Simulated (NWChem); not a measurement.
Everything below was run with NWChem. System: C3H3, charge 1, spin multiplicity 1, at the geometry of a parent with another charge or spin, in a state set for the comparison that need not be this species' ground state. Level: RHF/def2-TZVP.

NWChem printed:

```
             Northwest Computational Chemistry Package (NWChem) 7.3.0
             --------------------------------------------------------

                                NWChem Input Module
                                -------------------

 Scaling coordinates for geometry "geometry" by  1.889725989
 (inverse scale =  0.529177249)

 Turning off AUTOSYM since
 SYMMETRY directive was detected!

                             Geometry "geometry" -> ""
                             -------------------------

 Output coordinates in angstroms (scale by  1.889725989 to convert to a.u.)

  No.       Tag          Charge          X              Y              Z
 ---- ---------------- ---------- -------------- -------------- --------------
    1 C                    6.0000     0.00000000     0.00000000    -1.25820600
    2 C                    6.0000     0.00000000     0.00000000     0.11427300
    3 C                    6.0000     0.00000000     0.00000000     1.34694000
    4 H                    1.0000     0.93901400     0.00000000    -1.81924200
    5 H                    1.0000    -0.93901400     0.00000000    -1.81924200
    6 H                    1.0000     0.00000000     0.00000000     2.42044300

 Effective nuclear repulsion energy (a.u.)      53.0529100998

            Nuclear Dipole moment (a.u.)
            ----------------------------
        X                 Y               Z
 ---------------- ---------------- ----------------
     0.0000000000     0.0000000000     0.0000018897

      Symmetry information
      --------------------

 Group name             C2v
 Group number             16
 Group order               4
 No. of unique centers     5

      Symmetry unique atoms

     1    2    3    4    6


 Summary of "ao basis" -> "" (spherical)
 ------------------------------------------------------------------------------
       Tag                 Description            Shells   Functions and Types
 ---------------- ------------------------------  ------  ---------------------
 *                         def2-tzvp                  on all atoms

 Summary of "ao basis" -> "ao basis" (spherical)
 ------------------------------------------------------------------------------
       Tag                 Description            Shells   Functions and Types
 ---------------- ------------------------------  ------  ---------------------
 C                         def2-tzvp                11       31   5s3p2d1f
 H                         def2-tzvp                 4        6   3s1p

                                 NWChem SCF Module
                                 -----------------

  ao basis        = "ao basis"
  functions       =   111
  atoms           =     6
  closed shells   =    10
  open shells     =     0
  charge          =   1.00
  wavefunction    = RHF
  use symmetry    = T
  symmetry adapt  = T

 Summary of "ao basis" -> "ao basis" (spherical)
 ------------------------------------------------------------------------------
       Tag                 Description            Shells   Functions and Types
 ---------------- ------------------------------  ------  ---------------------
 C                         def2-tzvp                11       31   5s3p2d1f
 H                         def2-tzvp                 4        6   3s1p

      Symmetry analysis of basis
      --------------------------

        a1         51
        a2         10
        b1         27
        b2         23

 Forming initial guess at       0.1s

      Superposition of Atomic Density Guess
      -------------------------------------

 Sum of atomic energies:        -114.51341220

 Renormalizing density from      21.00 to     20

      Non-variational initial energy
      ------------------------------

 Total energy =    -111.916404
 1-e energy   =    -244.706105
 2-e energy   =      79.736790
 HOMO         =      -0.690354
 LUMO         =      -0.528076

      Symmetry analysis of molecular orbitals - initial
      -------------------------------------------------

  Numbering of irreducible representations:

     1 a1          2 a2          3 b1          4 b2

  Orbital symmetries:

     1 a1          2 a1          3 a1          4 a1          5 a1
     6 a1          7 a1          8 b1          9 b2         10 b1
    11 b2         12 b1         13 b2         14 a1         15 a1
    16 a1         17 b1         18 a1         19 a1         20 b2

 Starting SCF solution at       1.3s

 ----------------------------------------------
         Quadratically convergent ROHF

 Convergence threshold     :          1.000E-07
 Maximum no. of iterations :          100
 Final Fock-matrix accuracy:          1.000E-09
 ----------------------------------------------

              iter       energy          gnorm     gmax       time
             ----- ------------------- --------- --------- --------
                 1     -114.8908795820  1.25D+00  3.31D-01      1.3
                 2     -114.9793008298  3.25D-01  9.55D-02      1.5
                 3     -114.9899002613  3.05D-02  1.52D-02      1.6
                 4     -114.9901664830  5.48D-04  2.58D-04      2.0
                 5     -114.9901665323  9.20D-08  2.50D-08      2.5

       Final RHF  results
       ------------------

         Total SCF energy =   -114.990166532344
      One-electron energy =   -253.206443187092
      Two-electron energy =     85.163366554910
 Nuclear repulsion energy =     53.052910099838

        Time for solution =      1.2s

       Symmetry analysis of molecular orbitals - final
       -----------------------------------------------

  Numbering of irreducible representations:

     1 a1          2 a2          3 b1          4 b2

  Orbital symmetries:

     1 a1          2 a1          3 a1          4 a1          5 a1
     6 a1          7 a1          8 b1          9 b2         10 b1
    11 b2         12 b1         13 a1         14 b2         15 a1
    16 b1         17 a1         18 a1         19 a1         20 b1

             Final eigenvalues
             -----------------

              1
    1  -11.6054
    2  -11.5600
    3  -11.5122
    4   -1.3450
    5   -1.2230
    6   -0.9992
    7   -0.9366
    8   -0.9030
    9   -0.6897
   10   -0.6656
   11   -0.2510
   12   -0.0746
   13   -0.0332
   14   -0.0063
   15   -0.0058
   16    0.0297
   17    0.0376
   18    0.0777
   19    0.0991
   20    0.1308

                       ROHF Final Molecular Orbital Analysis
                       -------------------------------------

 Vector    8  Occ=2.000000D+00  E=-9.029830D-01  Symmetry=b1
              MO Center= -1.6D-16,  8.7D-33, -1.4D+00, r^2= 1.3D+00
   Bfn.  Coefficient  Atom+Function         Bfn.  Coefficient  Atom+Function
  ----- ------------  ---------------      ----- ------------  ---------------
     6      0.340426  1 C  px                 9      0.282389  1 C  px
    95      0.188002  4 H  s                101     -0.188002  5 H  s

 Vector    9  Occ=2.000000D+00  E=-6.897436D-01  Symmetry=b2
              MO Center=  5.1D-18,  2.6D-16,  1.1D-01, r^2= 1.6D+00
   Bfn.  Coefficient  Atom+Function         Bfn.  Coefficient  Atom+Function
  ----- ------------  ---------------      ----- ------------  ---------------
    38      0.310439  2 C  py                41      0.305223  2 C  py
    69      0.189583  3 C  py                10      0.176858  1 C  py
    72      0.174790  3 C  py                 7      0.170818  1 C  py

 Vector   10  Occ=2.000000D+00  E=-6.656414D-01  Symmetry=b1
              MO Center=  1.5D-14, -4.9D-17,  6.7D-01, r^2= 1.7D+00
   Bfn.  Coefficient  Atom+Function         Bfn.  Coefficient  Atom+Function
  ----- ------------  ---------------      ----- ------------  ---------------
    68      0.320129  3 C  px                71      0.297130  3 C  px
    37      0.260251  2 C  px                40      0.254132  2 C  px

 Vector   11  Occ=0.000000D+00  E=-2.509724D-01  Symmetry=b2
              MO Center= -3.3D-16, -1.5D-16, -2.2D-01, r^2= 3.1D+00
   Bfn.  Coefficient  Atom+Function         Bfn.  Coefficient  Atom+Function
  ----- ------------  ---------------      ----- ------------  ---------------
    13      0.351117  1 C  py                10      0.306278  1 C  py
     7      0.293720  1 C  py                69     -0.250252  3 C  py
    75     -0.247563  3 C  py                72     -0.240292  3 C  py

 Vector   12  Occ=0.000000D+00  E=-7.460473D-02  Symmetry=b1
              MO Center= -2.7D-14, -8.0D-17,  2.9D-01, r^2= 3.8D+00
   Bfn.  Coefficient  Atom+Function         Bfn.  Coefficient  Atom+Function
  ----- ------------  ---------------      ----- ------------  ---------------
    74     -0.699825  3 C  px                43      0.651811  2 C  px
    96     -0.641620  4 H  s                102      0.641620  5 H  s
    12      0.278449  1 C  px                37      0.267288  2 C  px
    68     -0.244884  3 C  px                40      0.238447  2 C  px
    71     -0.207011  3 C  px

 Vector   13  Occ=0.000000D+00  E=-3.318143D-02  Symmetry=a1
              MO Center=  2.9D-15,  2.2D-18, -1.6D+00, r^2= 5.2D+00
   Bfn.  Coefficient  Atom+Function         Bfn.  Coefficient  Atom+Function
  ----- ------------  ---------------      ----- ------------  ---------------
    67     -4.370120  3 C  s                 36      4.325985  2 C  s
    45      3.081376  2 C  pz                76      2.421145  3 C  pz
    96      1.539849  4 H  s                102      1.539849  5 H  s
     4     -1.035668  1 C  s                 14      0.941859  1 C  pz
   108     -0.833196  6 H  s                 42     -0.569302  2 C  pz

 center of mass
 --------------
 x =   0.00000000 y =   0.00000000 z =   0.05852263

 moments of inertia (a.u.)
 ------------------
         190.918726627023           0.000000000000           0.000000000000
           0.000000000000         197.265557550496           0.000000000000
           0.000000000000           0.000000000000           6.346830923473

  Mulliken analysis of the total density
  --------------------------------------

    Atom       Charge   Shell Charges
 -----------   ------   -------------------------------------------------------
    1 C    6     5.97   0.86  1.12  0.54  0.64  0.19  1.13  1.16  0.26  0.02  0.05  0.00
    2 C    6     6.05   0.86  1.12  0.49  0.74  0.05  1.25  1.26  0.18  0.02  0.06  0.01
    3 C    6     5.81   0.86  1.12  0.55  0.56  0.10  1.13  1.22  0.23  0.02  0.01  0.01
    4 H    1     0.73   0.25  0.43  0.03  0.02
    5 H    1     0.73   0.25  0.43  0.03  0.02
    6 H    1     0.71   0.24  0.41  0.03  0.03

       Multipole analysis of the density wrt the origin
       ------------------------------------------------

     L   x y z        total         open         nuclear
     -   - - -        -----         ----         -------
     0   0 0 0      1.000000      0.000000     21.000000

     1   1 0 0     -0.000000      0.000000      0.000000
     1   0 1 0      0.000000      0.000000      0.000000
     1   0 0 1     -0.340869      0.000000      0.000002

     2   2 0 0    -11.526584      0.000000      6.297553
     2   1 1 0      0.000000      0.000000      0.000000
     2   1 0 1     -0.000000      0.000000      0.000000
     2   0 2 0    -12.206785      0.000000      0.000000
     2   0 1 1      0.000000      0.000000      0.000000
     2   0 0 2      1.302305      0.000000    117.631413

 Task  times  cpu:        2.5s     wall:        2.5s

 Total times  cpu:        2.5s     wall:        2.5s
```

**Question.** Write an NWChem input that would produce this output.

**Answer.** One answer among several that fit: 
```
start mol
memory heap 200 mb stack 900 mb global 1100 mb
charge 1
geometry units angstroms nocenter noautoz
  C      0.000000     0.000000    -1.258206
  C      0.000000     0.000000     0.114273
  C      0.000000     0.000000     1.346940
  H      0.939014     0.000000    -1.819242
  H     -0.939014     0.000000    -1.819242
  H      0.000000     0.000000     2.420443
  symmetry group C2v
end
basis spherical
  * library def2-tzvp
end
scf
  rhf
  nopen 0
  maxiter 100
  thresh 1e-7
  semidirect memsize 60000000 filesize 0
end
task scf energy
```
